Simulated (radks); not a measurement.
Spherical quantum dot in the effective-mass picture: electrons in a hard-walled sphere of radius 10.8, with a point charge +2 (a donor) at the centre, all in effective atomic units (hartree* = m*/eps^2 hartree, bohr* = eps/m* bohr), one dielectric constant everywhere. Calculated with a radial shooting solver with Libxc functionals: non-relativistic Kohn-Sham, r2SCAN, spin-polarised, spherical densities, generalised Kohn-Sham scheme. Levels are named by radial order and angular momentum (1s, 1p, 1d, 2s, ...), and open shells are averaged over m. Results are scaled to m* = 0.373 and eps = 14, for which hartree* = 51.78 meV and bohr* = 1.986 nm. Each electron was tried in the lowest free levels, single moves between levels near the top were tried too, and the lowest total energy was kept; such a search can miss a lower state. The series stops at N = 15: beyond it a trial failed or the search could not be trusted, so later rows were left out. At N = 1 the Hartree and exchange-correlation terms need not cancel, so that row can carry a self-interaction error.

N                         open shells  2S   E (meV)  mu = E(N) - E(N-1) (meV)  addition energy mu(N+1) - mu(N) (meV)  e(HOMO) (meV)  rms radius (nm)
1                    1s(up 1, down 0)   1  -103.578                   -103.58                                  56.72        -82.237            1.734
2                                none   0  -150.433                   -46.855                                  49.52        -31.471            2.193
3                    2s(up 1, down 0)   1  -147.764                    2.6685                                  6.262         5.1499            7.500
4                                none   0  -138.834                    8.9304                                  6.805         11.575            9.568
5                    1p(up 1, down 0)   1  -123.099                    15.735                                  5.271         18.473            10.89
6   1p(up 3, down 0) 2s(up 1, down 0)   4  -102.092                    21.006                                  6.128         23.782            11.82
7                    1p(up 3, down 0)   3  -74.9583                    27.134                                  7.007         30.194            12.46
8                    1p(up 3, down 1)   2  -40.8171                    34.141                                  5.273         36.746            12.98
9                    1p(up 3, down 2)   1  -1.40288                    39.414                                  5.410         42.109            13.41
10                               none   0   43.4211                    44.824                                  7.503         47.550            13.76
11                   1d(up 1, down 0)   1   95.7483                    52.327                                  5.358         54.999            14.09
12                   1d(up 2, down 0)   2   153.433                    57.685                                  5.394         60.379            14.36
13                   1d(up 3, down 0)   3   216.512                    63.079                                  5.411         65.785            14.60
14                   1d(up 4, down 0)   4   285.002                    68.490                                  5.417         71.200            14.81
15                   1d(up 5, down 0)   5   358.910                    73.908                                      -         76.617            14.99

All shells are closed at N = 2, 4, 10 (there: 1s2 1p6 2s2); the second difference of the energy has clear peaks (12 % above both neighbours; the first and last values, which can be the largest, are not judged, and half-filled shells can peak too) at N = 7, 10.
